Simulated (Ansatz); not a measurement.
Br₂Hg (SMILES [Br][Hg][Br]), singlet, geometry from GFN2-xTB (such geometries of metal compounds can be far from the true shape) (core potentials on Hg); Ansatz (an electronic-structure program) with PBE/def2-SVP.

Input for Ansatz:
Ansatz 0.2 input:
```yaml
crystal:
  periodic: [false, false, false]
  atoms:
    - {symbol: Hg, position_ang: [0.00000000, 0.00000000, 0.00000000]}
    - {symbol: Br, position_ang: [0.00000000, 0.00000000, 2.42322459]}
    - {symbol: Br, position_ang: [-0.00000000, -0.00000000, -2.42322459]}
basis:
  gaussian:
    orbitals: def2-SVP
hamiltonian:
  xc: pbe
```

Question: Predict the main parts of the log of this Ansatz run.

Answer: 
```
Functional definition: PBE
1003 factors; their error is unknown
mean field evaluation 1: about -144232.1789 eV, gradient 2.8e1 eV
mean field evaluation 2: about -144226.8094 eV, gradient 5.2e1 eV
mean field evaluation 4: about -144234.3337 eV, gradient 1.2e0 eV
mean field evaluation 8: about -144234.2071 eV, gradient 2.8e-2 eV
mean field -144234.20710019 eV, -5300.5093454750 hartree, gradient 9.3e-6 eV, S^2 0.000000; 0 other end points of the search recorded, 0 dependent functions left out
reference -144234.20713113 eV, -5300.5093466121 hartree; 45, 45 occupied and 51, 51 virtual orbitals, 1003 factors
Total energy: -144234.20713113 eV, -5300.5093466121 hartree
```
